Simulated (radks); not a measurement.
The numbers below are computed, except where a source is named.
Q: Species: Ru4+. Configuration: [Kr] 4d4. Level of theory: Dirac Kohn-Sham, LB94 model potential, spin-unpolarised, spherical densities, finite nucleus; open shells fill j = l - 1/2 first; Fermi nuclear charge, rms radius 4.4809 fm (a radial shooting solver on a logarithmic mesh with Libxc functionals). Some entries of the table are withheld. Estimate them.

orbital  occ.  eigenvalue (hartree)  <r> (bohr)  <r^2> (bohr^2)
1s1/2       2             -812.3706     0.03338        0.001504
2s1/2       2             -119.1512      0.1449             (1)
2p1/2       2             -110.4481         (2)         0.01863
2p3/2       4             -105.5757         (3)         0.01997
3s1/2       2             -22.96292      0.4024          0.1853
3p1/2       2             -19.55451         (4)             (5)
3p3/2       4             -18.73384         (6)             (7)
3d3/2       4             -12.67922      0.3802          0.1730
3d5/2       6             -12.51706      0.3837          0.1760
4s1/2       2              -4.96019       1.001           1.135
4p1/2       2              -3.92743       1.076           1.321
4p3/2       4              -3.79197       1.104           1.392
4d3/2       4              -2.22110       1.365           2.170
4d5/2       0              -2.20393       1.376           2.204
5s1/2       0              -1.74695       2.286           5.830
5p1/2       0              -1.45738       2.532           7.176
5p3/2       0              -1.42906       2.579           7.443

A: 
(1) 2s1/2 <r^2> (bohr^2): 0.02481
(2) 2p1/2 <r> (bohr): 0.1232
(3) 2p3/2 <r> (bohr): 0.1280
(4) 3p1/2 <r> (bohr): 0.3951
(5) 3p1/2 <r^2> (bohr^2): 0.1816
(6) 3p3/2 <r> (bohr): 0.4058
(7) 3p3/2 <r^2> (bohr^2): 0.1912
